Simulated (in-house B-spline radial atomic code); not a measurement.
## Ge: [Ar] 3d10 4s2 4p2

Computed with an all-electron radial atomic-structure program (B-spline basis): non-relativistic HSE06, spin-polarised, spherical fractional occupations, exact exchange averaged over the configuration, point nucleus.

Screening seen three ways: the hydrogenic charge with the same mean radius, Z_r = [3n² - l(l+1)]/(2<r>), the one with the same energy, Z_e = n√(-2ε), and Slater's rules. Values are occupation-weighted means over spin.

```csv
shell,electrons,ε (eV),<r> (bohr),Z_r,Z_e,Slater
1s,2,-10859,0.04785,31.35,28.25,31.70
2s,2,-1357.2,0.2136,28.09,19.98,27.85
2p,6,-1206.7,0.1852,26.99,18.84,27.85
3s,2,-170.87,0.634,21.29,10.63,20.75
3p,6,-120.54,0.6515,19.19,8.93,20.75
3d,10,-33.308,0.7299,14.39,4.69,10.85
4s,2,-12.022,2.163,11.10,3.76,5.65
4p,2,-5.0288,2.843,8.09,2.43,5.65
```

The least bound orbital is 4p up at -5.029 eV, and it is also the most diffuse (<r> = 2.843 bohr).
